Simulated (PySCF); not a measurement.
**Ionisation energy of S²⁺ by level of theory**

S²⁺ [Ne] 3s2 3p2 (3P) → S³⁺ [Ne] 3s2 3p1 (2P), as a difference of total energies. Calculation: PySCF 2.14, in x2c-TZVPall; scalar relativity by spin-free X2C-1e. Correlated levels: valence: [Ne] frozen. The calculations carry no spin-orbit coupling.

```
           method  ionisation energy (eV)
              UHF                  34.139
             PBE0                  34.864
             MN15                  34.947
    MP2 (valence)                  34.596
SCS-MP2 (valence)                  34.503
   CCSD (valence)                  34.645
CCSD(T) (valence)                  34.676
```

Task: How much does correlation contribute at CCSD(T) (valence)?

Result: 34.676 − (34.139) = 0.537 eV, measured against UHF.

The reference lies between the lowest fine-structure levels, while these numbers refer to the centres of the terms.

Errors of the correlated levels include the incompleteness of this basis and the frozen core.

For comparison: 34.86 ± 0.04 eV (semi-empirical (NIST evaluation); NIST Atomic Spectra Database, ionization energies).
